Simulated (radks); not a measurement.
Ce3+, configuration [Xe] 4f1.

Calculated with a radial shooting solver on a logarithmic mesh with Libxc functionals: Dirac Kohn-Sham, Slater X-alpha with alpha = 0.948, spin-unpolarised, spherical densities, point nucleus; open shells are shared between the two j in proportion to 2j + 1.

Energy parts (Ry):
part                   energy
total             -17870.6737
kinetic            19179.6639
electron-nucleus  -43317.7446
Hartree             6833.1709
exchange            -565.7640

Orbitals (lengths in bohr, moments of r in powers of bohr):
[
 {"orbital": "1s1/2", "occ.": "2", "eigenvalue (Ry)": "-2973.045", "<r^4>": "1.765e-06", "<r>": "0.02454", "small-component weight": "4.62e-02"},
 {"orbital": "2s1/2", "occ.": "2", "eigenvalue (Ry)": "-480.1585", "<r^4>": "0.0002887", "<r>": "0.1044", "small-component weight": "1.01e-02"},
 {"orbital": "2p1/2", "occ.": "2", "eigenvalue (Ry)": "-454.4329", "<r^4>": "0.0001808", "<r>": "0.08759", "small-component weight": "1.01e-02"},
 {"orbital": "2p3/2", "occ.": "4", "eigenvalue (Ry)": "-421.2153", "<r^4>": "0.0002255", "<r>": "0.09379", "small-component weight": "9.51e-03"},
 {"orbital": "3s1/2", "occ.": "2", "eigenvalue (Ry)": "-105.7250", "<r^4>": "0.01166", "<r>": "0.2769", "small-component weight": "3.10e-03"},
 {"orbital": "3p1/2", "occ.": "2", "eigenvalue (Ry)": "-94.67369", "<r^4>": "0.01078", "<r>": "0.2663", "small-component weight": "3.05e-03"},
 {"orbital": "3p3/2", "occ.": "4", "eigenvalue (Ry)": "-88.09898", "<r^4>": "0.01274", "<r>": "0.2784", "small-component weight": "2.88e-03"},
 {"orbital": "3d3/2", "occ.": "4", "eigenvalue (Ry)": "-68.60742", "<r^4>": "0.009652", "<r>": "0.2491", "small-component weight": "2.76e-03"},
 {"orbital": "3d5/2", "occ.": "6", "eigenvalue (Ry)": "-67.18250", "<r^4>": "0.01017", "<r>": "0.2529", "small-component weight": "2.71e-03"},
 {"orbital": "4s1/2", "occ.": "2", "eigenvalue (Ry)": "-23.19228", "<r^4>": "0.2948", "<r>": "0.6318", "small-component weight": "9.65e-04"},
 {"orbital": "4p1/2", "occ.": "2", "eigenvalue (Ry)": "-19.03699", "<r^4>": "0.3423", "<r>": "0.6489", "small-component weight": "9.01e-04"},
 {"orbital": "4p3/2", "occ.": "4", "eigenvalue (Ry)": "-17.60795", "<r^4>": "0.4021", "<r>": "0.6758", "small-component weight": "8.46e-04"},
 {"orbital": "4d3/2", "occ.": "4", "eigenvalue (Ry)": "-10.72171", "<r^4>": "0.6026", "<r>": "0.7259", "small-component weight": "7.04e-04"},
 {"orbital": "4d5/2", "occ.": "6", "eigenvalue (Ry)": "-10.46702", "<r^4>": "0.6342", "<r>": "0.7353", "small-component weight": "6.90e-04"},
 {"orbital": "5s1/2", "occ.": "2", "eigenvalue (Ry)": "-5.01508", "<r^4>": "8.428", "<r>": "1.470", "small-component weight": "2.28e-04"},
 {"orbital": "5p1/2", "occ.": "2", "eigenvalue (Ry)": "-3.82326", "<r^4>": "12.75", "<r>": "1.618", "small-component weight": "1.89e-04"},
 {"orbital": "5p3/2", "occ.": "4", "eigenvalue (Ry)": "-3.59193", "<r^4>": "14.97", "<r>": "1.685", "small-component weight": "1.75e-04"},
 {"orbital": "4f5/2", "occ.": "0.428571", "eigenvalue (Ry)": "-2.63159", "<r^4>": "3.274", "<r>": "0.9745", "small-component weight": "3.92e-04"},
 {"orbital": "4f7/2", "occ.": "0.571429", "eigenvalue (Ry)": "-2.60203", "<r^4>": "3.378", "<r>": "0.9819", "small-component weight": "3.87e-04"}
]

The highest occupied level is 4f7/2 at -35.402 eV. The density falls to 0.001 e/bohr^3 at r = 3.36 bohr.
